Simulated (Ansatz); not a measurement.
Basis-set series for C4O4Os (`[O+]#[C][Os-4]([C]#[O+])([C]#[O+])[C]#[O+]`). Charge 0, multiplicity 1. Os: def2 effective core potential. Geometry: relaxed with PBE0-D4/def2-TZVP.

| functional | basis | functions | energy (Eh) | HOMO (eV) | LUMO (eV) |
| --- | --- | --- | --- | --- | --- |
| PBE0-D4 | def2-SVP | 144 | -543.26619 | -6.94 | -3.24 |
| PBE0-D4 | def2-TZVPP | 304 | -543.81679 | -7.05 | -3.39 |
| ωB97M-V | def2-SVP | 144 | -543.54112 | -8.86 | -1.31 |
| ωB97M-V | def2-TZVPP | 304 | -544.10438 | -9.02 | -1.49 |

Task: Give the rows for def2-QZVPP. (Best estimate.)

Result: The calculation gave: 
```csv
functional,basis,functions,energy (Eh),HOMO (eV),LUMO (eV)
PBE0-D4,def2-QZVPP,544,-543.84099,-7.08,-3.42
ωB97M-V,def2-QZVPP,544,-544.12673,-9.05,-1.53
```

Computed with Ansatz.
